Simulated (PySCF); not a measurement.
Hf(Cl)2(SH)2 (Cl2H2HfS2), SMILES [Hf]([SH])([SH])([Cl])[Cl], multiplicity 1. Atoms are numbered in the order given.

```xyz
7

Hf     0.0445     0.0158     0.0165
Cl     0.6985     1.9215    -1.1972
Cl     1.0964    -0.1605     2.1081
S      0.3943    -2.0148    -1.2634
H      0.1352    -1.3262    -2.4173
S     -2.3662     0.0752     0.3126
H     -2.3024     1.2824     0.9544
```

Coordinates come from a PBE-D3(BJ)/def2-SVP optimisation. The spin state was assumed, not searched. The structure was generated by enumeration; whether it is a known compound was not checked. The def2 effective core potentials stand for the cores of Hf; spin–orbit coupling is left out. The values are those of a single conformer.

Method: TDDFT-PBE/def2-SVPD in PySCF 2.14.0.

Vertical excitations. Isolated molecule, no solvent.

Computed UV-visible absorptions:
```
state  energy (eV)  λ (nm)      f                            main pairs
-----  -----------  ------  -----  ------------------------------------
S1            3.86     321  0.004                        HOMO→LUMO 88 %
S2            3.99     311  0.010                      HOMO→LUMO+1 86 %
S3            4.15     299  0.003  HOMO−1→LUMO 73 %, HOMO−1→LUMO+1 25 %
S4            4.56     272  0.044  HOMO−1→LUMO+1 61 %, HOMO−1→LUMO 20 %
S5            4.66     266  0.001                      HOMO→LUMO+2 86 %
S6            4.82     257  0.004                      HOMO−2→LUMO 91 %
S7            4.91     252  0.000                    HOMO−2→LUMO+1 89 %
S8            4.96     250  0.001                    HOMO−1→LUMO+2 77 %
S9            4.99     248  0.005                      HOMO→LUMO+4 86 %
S10           5.11     243  0.001                    HOMO−1→LUMO+3 81 %
T1            3.68     337      0                        HOMO→LUMO 94 %
T2            3.79     327      0                      HOMO→LUMO+1 90 %
T3            3.84     323      0  HOMO−1→LUMO 54 %, HOMO−1→LUMO+1 37 %
T4            4.03     308      0  HOMO−1→LUMO+1 58 %, HOMO−1→LUMO 41 %
```
Triplets are in the Tamm–Dancoff approximation, which puts them higher than full response would, so one can lie above its singlet here.
